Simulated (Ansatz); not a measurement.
Consider the redistribution: `[F][Mg][F]` + `C[O][Ge]([F])([F])[SeH]` → `C[O][Mg][F]` + `[F][Ge]([F])([F])[SeH]`.

Program: Ansatz. Geometries: PBE0-D4/def2-TZVP. ΔE: electronic, gas phase. CCSD(T)/CBS is the MP2 limit (def2-TZVPP, def2-QZVPP) plus CCSD(T) − MP2 in def2-TZVPP, frozen cores. DFT in def2-TZVPP. B3LYP here is the variant with VWN-RPA as its local correlation; programs differ in this. For Ge, Mg, Se outer-core shells are correlated without core-valence functions, which leaves a few kJ/mol of doubt a bond. Scalar relativity is left out up to krypton. One conformer a species, not always the lowest.

| level | ΔE (eV) |
| --- | --- |
| PBE-D4 | 0.45 |
| B3LYP-D4 | 0.44 |
| ωB97X-V | 0.45 |
| B2PLYP | 0.42 |
| r2SCAN | 0.40 |
| CCSD/def2-TZVPP | 0.44 |
| SCS-MP2/def2-QZVPP | 0.46 |
| CCSD/CBS(def2) | 0.46 |

Problem. What does CCSD(T)/CBS give? (Best estimate.)

Solution. Ansatz gave: +0.47 eV. The listed levels differ from it by -0.02, -0.03, -0.02, -0.05, -0.07, -0.03, -0.01, -0.01 eV.

Largest T1 diagnostic among the species: 0.012.

The D4 term adds +0.06 eV with B3LYP and +0.03 eV with PBE0; it sums over pairs of atoms, weighted by their polarisabilities, and B3LYP, whose exchange is more repulsive, gets the larger term. In def2-TZVPP, CCSD(T) changes the Hartree–Fock value by +0.10 eV (the triples alone add +0.02 eV) and MP2 by +0.11 eV.
